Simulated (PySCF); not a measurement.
## Ionisation energy along the 21-electron series

Calculated with PySCF 2.14 and a two-component X2C-1e Hamiltonian (Gaussian nucleus, no Breit or QED terms), each ion in its own even-tempered basis scaled to its charge; GMP2 freezes [Ne] and drops the highest virtual spinors. Values in eV. NIST values: (m) measured, (s) semi-empirical, (t) theoretical.

```csv
ion,configuration,GHF (spin-free),GMP2 (spin-free),GHF (screened spin-orbit),GMP2 (screened spin-orbit),NIST
Sb³⁰⁺,[Ar] 3d3,1779.4,1779.4,1780.1,1780.5,1781 ± 4 (t)
Te³¹⁺,[Ar] 3d3,1886.5,1886.5,1887.6,1888.0,1889 ± 4 (t)
I³²⁺,[Ar] 3d3,1996.7,1996.7,1998.3,1998.7,1999 ± 4 (t)
```

Between Z = 51 and Z = 53 the GMP2 (screened spin-orbit) value grows as Z to the power 3.01.
